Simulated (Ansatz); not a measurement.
Cd₃Te₃H₁₂, a cluster cut from wurtzite CdTe (hydrogen-capped), relaxed as a singlet with RKS PBE0-D4/def2-SVP in Ansatz, starting from the GFN1-xTB geometry. Force threshold 0.02 eV/Å.

In the def2 sets Cd, Te take a core potential; there is no spin–orbit coupling.

Start:

Cartesian coordinates in Å:
```
Cd 2.708 -2.146 -0.167
Cd 0.427 3.360 -0.650
Cd -3.075 -1.183 1.049
Te 2.280 0.872 -0.758
Te -0.306 -2.487 0.496
Te -2.016 1.597 0.142
H 3.610 1.489 -0.080
H 2.938 1.030 -2.226
H 2.754 -2.746 -1.715
H 3.329 -2.046 1.369
H -0.708 -3.734 -0.449
H -0.189 -3.474 1.769
H 0.118 3.589 -2.267
H 0.846 3.969 0.836
H -3.105 2.031 -0.971
H -2.729 2.545 1.239
H -2.975 -1.020 2.698
H -3.906 -1.646 -0.313
```

```
step  energy (eV)  largest force component (eV/Å)  SCF passes
   1  -35763.1656                           1.042          15
   2  -35763.7569                           0.403          20
   3  -35763.8740                           0.124          19
   4  -35763.8876                           0.023          19
   5  -35763.8884                           0.003          20
```

Force components are those of the run's own axes.

End:

Cartesian coordinates in Å:
```
Cd 3.0837 -2.4400 -0.1990
Cd 0.4766 3.8331 -0.7477
Cd -3.5013 -1.3506 1.1855
Te 2.2745 0.8773 -0.7595
Te -0.3073 -2.4852 0.4908
Te -1.9985 1.5848 0.1404
H 3.6289 1.5044 -0.0301
H 2.9652 1.0373 -2.2623
H 2.8768 -2.8825 -1.8171
H 3.4678 -2.1338 1.4193
H -0.7244 -3.7747 -0.4707
H -0.1906 -3.4700 1.8236
H 0.1138 3.7490 -2.3965
H 0.8695 4.1370 0.8690
H -3.1322 2.0374 -0.9870
H -2.7043 2.5524 1.2918
H -3.1055 -1.0477 2.8018
H -4.0929 -1.7282 -0.3521
```

By distances, no bond broke or formed. The bond that changes most is Cd1–Te5, from 3.10 to 3.46 Å (atoms count from 1).

No frequencies were taken in this run, so the end may be a saddle point.

Hardware: 4 threads of Arm Neoverse V1 on a shared host. Wall time 52 s, peak host memory 1 GiB.
